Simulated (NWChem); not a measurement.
Species: BiCl2, doublet; SMILES [Cl][Bi][Cl]

```xyz
3

Bi     0.0000     0.0000     0.4152
Cl     1.8952     0.0000    -1.1596
Cl    -1.8952     0.0000    -1.1596
```
Atoms are numbered in this order, from 1.

Level: PBE0/def2-SVP with def2 effective core potentials on Bi, spin-unrestricted (NWChem), optimised geometry, unscaled harmonic frequencies. In the optimisation the excess spin sits in b2 (C2v, its own frame). This spin state was assumed; another may lie lower. def2 effective core potentials on Bi; no spin-orbit coupling.

### Question
List the harmonic frequencies with IR intensities, and the thermochemistry.

### Answer
```json
[
 {"frequency (cm⁻¹)": "102", "IR intensity (km/mol)": "2.3"},
 {"frequency (cm⁻¹)": "337", "IR intensity (km/mol)": "58.6"},
 {"frequency (cm⁻¹)": "349", "IR intensity (km/mol)": "22.8"}
]
```

```json
{
  "zero_point_energy": "1.1 kcal/mol",
  "thermal correction to the enthalpy at 298.15 K (with zero-point energy)": "4.4 kcal/mol",
  "heat capacity Cv": "11.1 cal/(mol K)",
  "entropy at 298.15 K and 1 atm (symmetry number 2, electronic part: spin degeneracy alone)": "76.4 cal/(mol K)"
}
```

Rigid rotor and harmonic oscillator.
